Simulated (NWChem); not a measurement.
System: AlBr$_{2}$F; SMILES [F][Al]([Br])[Br]

The following NWChem deck was run.

```
start job
memory heap 200 mb stack 900 mb global 1100 mb
geometry units angstroms noautoz
  Al     0.000000     0.000000     0.650280
  F      0.000000     0.000000     2.303657
  Br    -1.948136     0.000000    -0.422465
  Br     1.948136     0.000000    -0.422465
end
basis spherical
  Al library def2-svpd
  F library def2-svpd
  Br library def2-svpd
end
dft
  xc pbe0
  iterations 150
  mulliken
end
task dft energy
```

Output (shortened):

```
             Northwest Computational Chemistry Package (NWChem) 7.3.0
             --------------------------------------------------------

 C2V symmetry detected

                             Geometry "geometry" -> ""
                             -------------------------

 Output coordinates in angstroms (scale by  1.889725989 to convert to a.u.)

  No.       Tag          Charge          X              Y              Z
 ---- ---------------- ---------- -------------- -------------- --------------
    1 Al                  13.0000     0.00000000     0.00000000     0.65447562
    2 F                    9.0000     0.00000000     0.00000000     2.30785262
    3 Br                  35.0000    -1.94813600     0.00000000    -0.41826938
    4 Br                  35.0000     1.94813600     0.00000000    -0.41826938

 Effective nuclear repulsion energy (a.u.)     519.8472567182

      Symmetry information
      --------------------

 Group name             C2v
 Group number             16
 Group order               4
 No. of unique centers     3

                                 NWChem DFT Module
                                 -----------------

 Summary of "ao basis" -> "ao basis" (spherical)
 ------------------------------------------------------------------------------
       Tag                 Description            Shells   Functions and Types
 ---------------- ------------------------------  ------  ---------------------
 Al                        def2-svpd                10       24   5s3p2d
 F                         def2-svpd                 9       23   4s3p2d
 Br                        def2-svpd                15       41   6s5p4d

      Symmetry analysis of basis
      --------------------------

        a1         51
        a2         17
        b1         38
        b2         23

            General Information
            -------------------
          SCF calculation type: DFT
          Wavefunction type:  closed shell.
          No. of atoms     :     4
          No. of electrons :    92
           Alpha electrons :    46
            Beta electrons :    46
          Charge           :     0
          Spin multiplicity:     1
          Use of symmetry is: on ; symmetry adaption is: on
          Maximum number of iterations: 150
          AO basis - number of functions:   129
                     number of shells:    49
          Convergence on energy requested:  1.00D-06
          Convergence on density requested:  1.00D-05
          Convergence on gradient requested:  5.00D-04

              XC Information
              --------------
                         PBE0 Method XC Functional
                     Hartree-Fock (Exact) Exchange  0.250
          PerdewBurkeErnzerhof Exchange Functional  0.750
            Perdew 1991 LDA Correlation Functional  1.000 local
           PerdewBurkeErnz. Correlation Functional  1.000 non-local

             Grid Information
             ----------------
          Grid used for XC integration:  medium
          Radial quadrature: Mura-Knowles
          Angular quadrature: Lebedev.
          Tag              B.-S. Rad. Rad. Pts. Rad. Cut. Ang. Pts.
          ---              ---------- --------- --------- ---------
          Al                  1.25       88          12.0       590
          F                   0.50       49          12.0       434
          Br                  1.15      112          14.0       590
          Grid pruning is: on
          Number of quadrature shells:   249
          Spatial weights used:  Erf1

      Superposition of Atomic Density Guess
      -------------------------------------

 Sum of atomic energies:       -5485.26547820

      Non-variational initial energy
      ------------------------------

 Total energy =   -5485.860497
 1-e energy   =   -8676.016815
 2-e energy   =    2670.309061
 HOMO         =      -0.408282
 LUMO         =      -0.041258

      Symmetry analysis of molecular orbitals - initial
      -------------------------------------------------

  Numbering of irreducible representations:

     1 a1          2 a2          3 b1          4 b2

  Orbital symmetries:

     1 a1          2 b1          3 a1          4 b1          5 a1
     6 b1          7 a1          8 b1          9 b2         10 a2
    11 a1         12 a1         13 a1         14 b1         15 a1
    16 b1         17 a1         18 b2         19 b1         20 a2
    21 a1         22 b1         23 a1         24 a1         25 b2
    26 b1         27 a2         28 a1         29 b2         30 a2
    31 b1         32 a1         33 b1         34 b2         35 a1
    36 a1         37 b1         38 a1         39 b1         40 b2
    41 a1         42 b1         43 a1         44 b2         45 a2
    46 b1         47 a1         48 b2         49 a1         50 b1
    51 a1         52 a1         53 b2         54 b1         55 a2
    56 a1

     ---------------------------------------------
      Total Density - Mulliken Population Analysis
     ---------------------------------------------

    Atom       Charge   Shell Charges
 -----------   ------   -------------------------------------------------------
    1 Al  13    11.07   2.00  1.99  0.60 -0.06 -0.01  5.93  0.44  0.05  0.18 -0.04
    2 F    9     9.78   1.99  1.15  0.80 -0.03  3.56  2.16  0.13  0.00  0.01
    3 Br  35    35.58   2.00  2.00  2.00  1.37  0.57  0.03  6.00  5.99  2.38  3.06  0.16  8.23  1.73  0.05  0.01
    4 Br  35    35.58   2.00  2.00  2.00  1.37  0.57  0.03  6.00  5.99  2.38  3.06  0.16  8.23  1.73  0.05  0.01

   convergence    iter        energy       DeltaE   RMS-Dens  Diis-err
 ---------------- ----- ----------------- --------- --------- ---------
 d= 0,ls=0.0,diis     1  -5489.1447710070 -6.01D+03  1.14D-02  7.79D-01
 d= 0,ls=0.0,diis     2  -5489.0709610814  7.38D-02  5.98D-03  1.72D+00
 d= 0,ls=0.0,diis     3  -5489.2268314425 -1.56D-01  9.72D-04  2.51D-02
 d= 0,ls=0.0,diis     4  -5489.2281290574 -1.30D-03  5.20D-04  6.17D-03
 d= 0,ls=0.0,diis     5  -5489.2288662572 -7.37D-04  1.00D-04  1.23D-04
  Resetting Diis
 d= 0,ls=0.0,diis     6  -5489.2288872145 -2.10D-05  9.29D-06  9.62D-07
 d= 0,ls=0.0,diis     7  -5489.2288873287 -1.14D-07  4.61D-06  1.73D-07

         Total DFT energy =    -5489.228887328713
      One electron energy =    -8677.454971100045
           Coulomb energy =     2879.481264325747
    Exchange-Corr. energy =     -211.102437272588
 Nuclear repulsion energy =      519.847256718174

 Numeric. integr. density =       91.999998676300

                  Occupations of the irreducible representations
                  ----------------------------------------------

                     irrep           alpha         beta
                     --------     --------     --------
                     a1               19.0         19.0
                     a2                5.0          5.0
                     b1               15.0         15.0
                     b2                7.0          7.0

                       DFT Final Molecular Orbital Analysis
                       ------------------------------------

 Vector   44  Occ=2.000000D+00  E=-3.495114D-01  Symmetry=a1
              MO Center=  5.3D-14,  1.7D-16, -3.5D-01, r^2= 4.9D+00
   Bfn.  Coefficient  Atom+Function         Bfn.  Coefficient  Atom+Function
  ----- ------------  ---------------      ----- ------------  ---------------
    65      0.363345  3 Br pz               106      0.363345  4 Br pz
    62      0.342734  3 Br pz               103      0.342734  4 Br pz
    59     -0.226075  3 Br pz               100     -0.226075  4 Br pz
    63     -0.146868  3 Br px               104      0.146868  4 Br px
    60     -0.129248  3 Br px               101      0.129248  4 Br px

 Vector   45  Occ=2.000000D+00  E=-3.397375D-01  Symmetry=a2
              MO Center= -1.9D-13,  1.1D-17, -3.7D-01, r^2= 5.1D+00
   Bfn.  Coefficient  Atom+Function         Bfn.  Coefficient  Atom+Function
  ----- ------------  ---------------      ----- ------------  ---------------
    64      0.410754  3 Br py               105     -0.410754  4 Br py
    61      0.378705  3 Br py               102     -0.378705  4 Br py
    58     -0.249846  3 Br py                99      0.249846  4 Br py
    55      0.081140  3 Br py                96     -0.081140  4 Br py
    15     -0.059463  1 Al d -2              67      0.045440  3 Br py

 Vector   46  Occ=2.000000D+00  E=-3.297408D-01  Symmetry=b1
              MO Center= -6.6D-14, -1.5D-16, -3.4D-01, r^2= 5.3D+00
   Bfn.  Coefficient  Atom+Function         Bfn.  Coefficient  Atom+Function
  ----- ------------  ---------------      ----- ------------  ---------------
    65      0.339540  3 Br pz               106     -0.339540  4 Br pz
    62      0.311954  3 Br pz               103     -0.311954  4 Br pz
    63     -0.241515  3 Br px               104     -0.241515  4 Br px
    60     -0.228547  3 Br px               101     -0.228547  4 Br px
    59     -0.205020  3 Br pz               100      0.205020  4 Br pz

 Vector   47  Occ=0.000000D+00  E=-6.317840D-02  Symmetry=a1
              MO Center=  3.7D-14,  5.4D-14,  3.4D-01, r^2= 6.3D+00
   Bfn.  Coefficient  Atom+Function         Bfn.  Coefficient  Atom+Function
  ----- ------------  ---------------      ----- ------------  ---------------
     5      0.752832  1 Al s                  4      0.612679  1 Al s
     3      0.520988  1 Al s                  2      0.277606  1 Al s
    63     -0.265702  3 Br px               104      0.265702  4 Br px
    51     -0.239707  3 Br s                 92     -0.239707  4 Br s
    52     -0.202410  3 Br s                 93     -0.202410  4 Br s

 Vector   48  Occ=0.000000D+00  E=-4.504521D-02  Symmetry=b2
              MO Center=  1.2D-13, -4.8D-14,  3.8D-01, r^2= 4.2D+00
   Bfn.  Coefficient  Atom+Function         Bfn.  Coefficient  Atom+Function
  ----- ------------  ---------------      ----- ------------  ---------------
    13      0.720360  1 Al py                10      0.407279  1 Al py
    64     -0.241603  3 Br py               105     -0.241603  4 Br py
     7     -0.199507  1 Al py                36     -0.169573  2 F  py
    61     -0.165188  3 Br py               102     -0.165188  4 Br py
    30      0.157939  2 F  py                33     -0.121235  2 F  py

 Vector   49  Occ=0.000000D+00  E= 2.422848D-02  Symmetry=a1
              MO Center=  8.9D-13, -2.1D-14, -1.1D-01, r^2= 1.3D+01
   Bfn.  Coefficient  Atom+Function         Bfn.  Coefficient  Atom+Function
  ----- ------------  ---------------      ----- ------------  ---------------
     5      4.351292  1 Al s                  4     -2.267359  1 Al s
    53     -1.306679  3 Br s                 94     -1.306679  4 Br s
    28      0.673954  2 F  s                 14     -0.583482  1 Al pz
     3     -0.491439  1 Al s                 68     -0.482076  3 Br pz
   109     -0.482076  4 Br pz                24      0.393779  1 Al d  2

     ---------------------------------------------
      Total Density - Mulliken Population Analysis
     ---------------------------------------------

    Atom       Charge   Shell Charges
 -----------   ------   -------------------------------------------------------
    1 Al  13    11.49   2.00  1.98  0.73 -0.21 -0.01  5.92  0.75  0.07  0.32 -0.06
    2 F    9     9.59   1.99  1.13  0.81  0.01  3.33  2.07  0.23  0.00  0.02
    3 Br  35    35.46   2.00  2.00  1.99  1.45  0.50  0.05  6.00  5.98  2.38  2.92  0.17  8.20  1.74  0.08  0.02
    4 Br  35    35.46   2.00  2.00  1.99  1.45  0.50  0.05  6.00  5.98  2.38  2.92  0.17  8.20  1.74  0.08  0.02

     -------------------------------------------
      Total Density - Lowdin Population Analysis
     -------------------------------------------

    Atom       Charge   Shell Charges
 -----------   ------   -------------------------------------------------------
    1 Al  13    12.64   2.00  1.88  0.32  0.12  0.07  5.80  0.84  0.51  0.54  0.55
    2 F    9     9.48   1.98  0.99  0.68  0.13  3.19  2.06  0.35  0.00  0.10
    3 Br  35    34.94   2.00  2.00  1.96  1.05  0.57  0.14  5.99  5.81  2.45  2.58  0.29  7.84  2.03  0.14  0.08
    4 Br  35    34.94   2.00  2.00  1.96  1.05  0.57  0.14  5.99  5.81  2.45  2.58  0.29  7.84  2.03  0.14  0.08

     Multipole analysis of the density
     ---------------------------------

     L   x y z        total         alpha         beta         nuclear
     -   - - -        -----         -----         ----         -------
     0   0 0 0     -0.000000    -46.000000    -46.000000     92.000000

     1   1 0 0     -0.000000     -0.000000     -0.000000      0.000000
     1   0 1 0     -0.000000     -0.000000     -0.000000      0.000000
     1   0 0 1     -0.329569     -0.164785     -0.164785      0.000000

     2   2 0 0    -40.483035   -494.597366   -494.597366    948.711697
     2   1 1 0     -0.000000     -0.000000     -0.000000      0.000000
     2   1 0 1      0.000000      0.000000      0.000000      0.000000
     2   0 2 0    -37.620771    -18.810386    -18.810386      0.000000
     2   0 1 1      0.000000      0.000000      0.000000      0.000000
     2   0 0 2    -44.089593   -139.444431   -139.444431    234.799268
```

Level: PBE0/def2-SVPD. The geometry was optimised at PBE0/def2-SVP.
